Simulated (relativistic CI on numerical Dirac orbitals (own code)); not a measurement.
**Level scheme of Sb V**

Computed by Dirac-Coulomb-Breit CI, orbitals from a KLI potential per configuration, a model potential for QED, valence Slater integrals scaled by 0.85, P86 correlation estimate, and configurations built on the next ion tied to the tabulated ionisation energy (semi-empirical) (own radial code, finite nucleus).

Configurations in the expansion (outside the closed core [Kr]): 4d¹⁰5s, 4d¹⁰5p, 4d¹⁰5d, 4d¹⁰6s, 4d¹⁰4f, 4d¹⁰5f, 4d¹⁰5g, 4d⁹5s², 4d¹⁰6p, 4d⁹5s4f, 4d¹⁰6d, 4d¹⁰7s, 4d⁸5s5p², 4d⁹5p², 4d¹⁰7p, 4d⁹5s5p, 4d¹⁰7d, 4d¹⁰6f, 4d⁹5p5d, 4d⁸5s5d², 4d⁹4f5p, 4d⁸5s²5p, 4d⁹5s5d, 4d⁸5s4f². Levels of other configurations are missing.

The lowest level is 4d¹⁰5s ²S1/2, with 99 % of that term; Hund's rules for 4d¹⁰5s give ²S with J = 1/2, in agreement.

| No. | Configuration | Term | J | E (cm⁻¹) | % | Next component (%) |
| --- | --- | --- | --- | --- | --- | --- |
| 1 | 4d¹⁰5s | ²S | 1/2 | 0 | 99 | 1 4d⁸5s4f² ²S |
| 2 | 4d¹⁰5p | ²P° | 1/2 | 87704 | 99 |  |
| 3 | 4d¹⁰5p | ²P° | 3/2 | 96180 | 99 |  |
| 4 | 4d¹⁰5d | ²D | 3/2 | 204848 | 100 |  |
| 5 | 4d¹⁰5d | ²D | 5/2 | 205921 | 100 |  |
| 6 | 4d¹⁰6s | ²S | 1/2 | 227025 | 100 |  |
| 7 | 4d⁹5s²‡ | ²D | 5/2 | 245216 | 97 | 2 4d⁹5p² ²D |
| 8 | 4d¹⁰4f | ²F° | 7/2 | 251699 | 100 |  |
| 9 | 4d¹⁰4f | ²F° | 5/2 | 251913 | 100 |  |
| 10 | 4d⁹5s²‡ | ²D | 3/2 | 255117 | 97 | 2 4d⁹5p² ²D |
| 11 | 4d¹⁰6p | ²P° | 1/2 | 256529 | 100 |  |
| 12 | 4d¹⁰6p | ²P° | 3/2 | 259564 | 100 |  |
| 13 | 4d¹⁰6d | ²D | 3/2 | 304384 | 100 |  |
| 14 | 4d¹⁰6d | ²D | 5/2 | 304875 | 100 |  |
| 15 | 4d⁹5s5p‡ | ⁴P° | 5/2 | 309431 | 87 | 10 ⁴D° |
| 16 | 4d¹⁰7s | ²S | 1/2 | 312949 | 100 |  |
| 17 | 4d⁹5s5p‡ | ⁴F° | 5/2 | 315016 | 52 | 36 ²F° |
| 18 | 4d⁹5s5p‡ | ⁴F° | 7/2 | 315220 | 71 | 15 ²F° |
| 19 | 4d⁹5s5p‡ | ⁴P° | 3/2 | 315717 | 69 | 15 ⁴D° |
| 20 | 4d¹⁰5f | ²F° | 7/2 | 317883 | 99 | 1 4d⁹5s5p ²F° |
| 21 | 4d¹⁰5f | ²F° | 5/2 | 318073 | 95 | 4 4d⁹5s5p ⁴F° |
| 22 | 4d⁹5s5p‡ | ⁴F° | 9/2 | 319515 | 100 |  |
| 23 | 4d⁹5s5p‡ | ⁴F° | 3/2 | 320577 | 86 | 10 ⁴P° |
| 24 | 4d⁹5s5p‡ | ⁴P° | 1/2 | 322230 | 81 | 10 ⁴D° |
| 25 | 4d⁹5s5p‡ | ²F° | 5/2 | 325495 | 50 | 28 ⁴D° |
| 26 | 4d⁹5s5p‡ | ⁴D° | 7/2 | 326376 | 80 | 16 ²F° |
| 27 | 4d⁹5s5p‡ | ²D° | 3/2 | 326463 | 59 | 13 ²P° |
| 28 | 4d¹⁰7p | ²P° | 1/2 | 326999 | 99 | 1 4d⁹5s5p ²P° |
| 29 | 4d⁹5s5p‡ | ²D° | 5/2 | 328387 | 37 | 26 ⁴D° |
| 30 | 4d¹⁰7p | ²P° | 3/2 | 328491 | 97 | 2 4d⁹5s5p ²P° |

Energies count from the lowest computed level; ° marks odd parity. ‡ marks configurations that were not tied to measured data.

The mean weight of the leading LS term, summed over parents, in these 30 levels is 88 %, and that of the leading jj configuration (from the same eigenvectors) 86 %.

Configurations that consist of the next ion and one excited electron were tied to the tabulated ionisation energy; Rydberg ones are usually within 1,000 to 3,000 cm⁻¹ and the lowest ones within about 6,000 (9,000 in d shells), while levels on excited terms of the next ion carry the error of that term, and the other configurations can be misplaced by 10,000 cm⁻¹ or more. Rates follow the energies as ν³ (E1, M1) or ν⁵ (E2), so rates, branching and lifetimes can be off by large factors. Levels and lines within the n = 5 or 6 shells can be off by up to 10 % or somewhat more, and those that change n by about 2 %, since core polarisation is missing. 6 of the 6 excited levels that our extract of the measured tables holds in this range could be paired (the sources list more); they are missed by 3653 cm⁻¹ on average and 6138 at most, and levels without a partner can miss by more.

LS names give the leading component of a level, which can be under half, so a name can repeat, a term be missing and a line seem to break the LS rules.
